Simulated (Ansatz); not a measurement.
CH6Si2Te, SMILES `C[SiH]1[SiH2][Te]1`. The species carries charge 0 and has multiplicity 1. Te takes the def2 core potential. The structure was optimised at the PBE0-D4/def2-TZVP level.

```xyz
10

C    -0.254    0.407   -1.673
Si   -0.594    0.357    0.161
Si    0.887   -0.508    1.652
Te   -1.160   -1.871    1.163
H     0.408   -0.412   -1.958
H     0.218    1.355   -1.944
H    -1.186    0.311   -2.236
H    -1.483    1.459    0.608
H     0.998    0.005    3.039
H     2.164   -1.103    1.188
```

Q: What is the dipole moment at PBE/def2-TZVPP? (An estimate is asked.)

A: The calculation gave: 1.79 D, with components (0.63, 1.12, -1.25) D in this frame, pointing from negative to positive charge.

Q: And with r2SCAN, B3LYP, ωB97M-V? (An estimate is asked.)

A: The calculation gave: r2SCAN 1.93 D, B3LYP 1.93 D, ωB97M-V 2.06 D.

Q: Give the Mulliken charges with PBE, B3LYP, ωB97M-V in def2-TZVPP. (Estimate.)

A: The calculation gave: 
```json
{"atom": "C1", "PBE": "-0.35", "B3LYP": "-0.36", "ωB97M-V": "-0.41"}
{"atom": "Si2", "PBE": "0.14", "B3LYP": "0.20", "ωB97M-V": "0.15"}
{"atom": "Si3", "PBE": "0.08", "B3LYP": "0.12", "ωB97M-V": "0.05"}
{"atom": "Te4", "PBE": "-0.10", "B3LYP": "-0.14", "ωB97M-V": "-0.14"}
{"atom": "H5", "PBE": "0.12", "B3LYP": "0.12", "ωB97M-V": "0.13"}
{"atom": "H6", "PBE": "0.11", "B3LYP": "0.11", "ωB97M-V": "0.12"}
{"atom": "H7", "PBE": "0.11", "B3LYP": "0.11", "ωB97M-V": "0.13"}
{"atom": "H8", "PBE": "-0.05", "B3LYP": "-0.06", "ωB97M-V": "-0.02"}
{"atom": "H9", "PBE": "-0.04", "B3LYP": "-0.05", "ωB97M-V": "-0.01"}
{"atom": "H10", "PBE": "-0.04", "B3LYP": "-0.05", "ωB97M-V": "-0.01"}
```

B3LYP here is the variant with VWN-RPA as its local correlation; programs differ in this.

Program: Ansatz 0.2.0.
